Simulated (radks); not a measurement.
The copper anion Cu- inside a hard spherical wall (all orbitals vanish at R), configuration held at [Ar] 3d10 4s2 and not refilled when levels cross. All-electron calculation, non-relativistic Kohn-Sham, LDA (Slater exchange, VWN5 correlation), spin-polarised, spherical densities, point nucleus. Program: a radial shooting solver on a logarithmic mesh with Libxc functionals. Eigenvalues in eV for spin up, with the zero of energy where the potential of the charges vanishes at infinity; a dash marks a level that is unbound or too diffuse for the functional's potential to be trusted. A positive occupied level is held by the wall or, in an anion where self-interaction has pushed it up, behind a barrier. The pressure on the wall is -dE/dV.

R (bohr)	E (hartree)	kinetic (hartree)	e(3s)	e(3p)	e(3d)	e(4s)	e(5s, empty)	e(4p, empty)	pressure (GPa)
20	-1637.84830	1636.032	-104.12	-64.693	0.824	0.862	2.204	2.278	0.000129
12	-1637.84662	1636.040	-103.89	-64.465	1.053	1.057	4.222	3.496	0.0145
10	-1637.84320	1636.055	-103.63	-64.201	1.316	1.288	5.756	4.133	0.0696
8	-1637.83061	1636.105	-103.00	-63.570	1.939	1.861	8.947	5.303	0.432
7	-1637.81286	1636.171	-102.37	-62.938	2.558	2.465	11.982	6.353	1.23
6	-1637.77240	1636.313	-101.28	-61.850	3.612	3.560	17.142	8.089	3.96
5	-1637.66998	1636.654	-99.260	-59.838	5.543	5.751	26.769	11.274	15.2
3	-1636.22416	1641.080	-85.032	-45.804	19.204	25.856	100.88	36.646	583
2	-1629.41033	1661.433	-54.176	-15.126	52.213	94.854	298.24	113.60	9930
